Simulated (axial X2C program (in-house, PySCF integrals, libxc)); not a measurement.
# AsS⁻: from the spin-free to the two-component result

All values were computed with an in-house relativistic program for diatomic molecules. Spin-free means the one-electron spin-free X2C Hamiltonian; two-component (2c) means X2C with spin–orbit coupling and atomic mean-field two-electron Coulomb and Gaunt terms, so the difference of the two also holds small scalar two-electron terms. Basis: As dyall-acv3z [10s10p7d5f1g], S dyall-av3z [9s8p3d2f] (cores contracted in-house); Gaussian nuclei, density fitting, unrestricted open shells. Masses: As 74.922 u, S 31.972 u.

Spin-free state: M_S = 1, Λ = 0 (beyond evenly filled blocks: π+α, π-α); fragments As + S-.

```csv
level,Re (Å),ωe (cm⁻¹),De (eV),μ (D)
PBE0,2.117,483.3,3.605,-2.28
HF,2.119,488.2,1.792,-3.18
CCSD,2.131,476.8,3.137,n/a
CCSD(T),2.140,467.5,3.305,n/a
LDA,2.117,471.4,4.578,-1.83
```

Correlated methods: 12 electrons correlated (number of frozen shells: As 3 s, 2 p, 1 d; S 2 s, 1 p), 262 virtual spin orbitals or spinors in MP2, 90 natural virtuals in coupled cluster.

Dipoles are positive if S is the positive end and refer to the centre of mass.

Two-component determinant lowest at the distance of the search:

Ω = 1 (⟨Sz⟩ = 1.00, ⟨Lz⟩ = 0.00 at HF); fragments As + S-.

```tsv
level	Re (Å)	ωe (cm⁻¹)	De (eV)	μ (D)
PBE0	2.118	482.8	3.595	-2.28
HF	2.120	487.6	1.756	-3.18
CCSD	2.131	476.3	3.113	n/a
CCSD(T)	2.140	467.0	3.279	n/a
LDA	2.117	470.9	4.544	-1.83
```

Question: From the two tables, how do the constants change at the CCSD(T) level (2c against spin-free)?

Answer: At the CCSD(T) level Re is unchanged within 0.001 Å and ωe decreases by 0.5 cm⁻¹; De changes by -0.026 eV.

The state is a single determinant with fixed occupations, the lowest that a limited PBE0 search found. De is counted from the lowest determinant-based energies of the atoms at the same level, without counterpoise correction. Density functionals use the spin component along the axis (collinear). Coupled cluster ran in a truncated set of natural virtual spinors; the MP2 energy of the rest was added. (T) has no such correction and the atoms are truncated less, which lowers De at CCSD(T) by a hundredth of an eV or more. The 2c atoms are single determinants rather than J levels; their spin–orbit lowering is only partly caught, and De is too large by that part. This holds for PBE0. PBE0 can misorder states that lie within some tenths of an eV, so this need not be the ground state of the molecule. The nearest other spin-free determinant of the search, M_S = 0, Λ = 2, lies 0.61 eV up at the distance of the search. Without a current term, density functionals place determinants with orbital angular momentum somewhat too high. With several unpaired electrons one determinant need not be a pure state. Open-shell Ω = 0 determinants with evenly filled partner blocks cannot be reached by this program, so the Ω shown need not be the lowest component. This is the Ω = 1 component of a π² triplet; the 0⁺ component is not one determinant and can lie lowest. The highest occupied level of some functionals is positive through self-interaction error; at Hartree–Fock it is bound. The determinant is spin-polarised beyond a pure state at some levels (its spin-free form has ⟨S²⟩ too high), which makes Re and μ there less reliable. Hartree–Fock gets electron affinities wrong, so its lowest charge split need not be the true one.
